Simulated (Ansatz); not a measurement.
The cluster AgAu₂⁻. Charge -1, multiplicity 1. Geometry PBE0-D4/def2-TZVPD, basis def2-TZVPD, Ansatz.

Cartesian coordinates in Å:
```
Au 0.683 2.096 1.422
Au -0.683 -2.091 -1.430
Ag 0.000 -0.005 0.008
```

| run | HOMO (eV) | LUMO (eV) |
| --- | --- | --- |
| A | -1.94 | 2.09 |
| B | -1.22 | 1.28 |
| C | -1.73 | 1.72 |
| D | -1.36 | 1.46 |
| E | -2.57 | 4.33 |
| F | -1.78 | 1.99 |

In the def2 sets Ag, Au take a core potential; there is no spin–orbit coupling. B3LYP takes the VWN-RPA correlation. The structure comes from a short search, and lower isomers may exist.

Problem. The runs used B3LYP, HF, PBE, PBE0, r2SCAN, r2SCAN0. Estimate which is which.

Solution. A r2SCAN0 (25 % exact exchange); B PBE (0 % exact exchange); C B3LYP (20 % exact exchange); D r2SCAN (0 % exact exchange); E HF (100 % exact exchange); F PBE0 (25 % exact exchange). Exact exchange lowers occupied and raises empty levels; among semilocal functionals meta-GGAs tend to open the gap a little, and such runs are hard to tell apart. The gap grows from 2.51 eV (PBE) to 6.90 eV (HF).
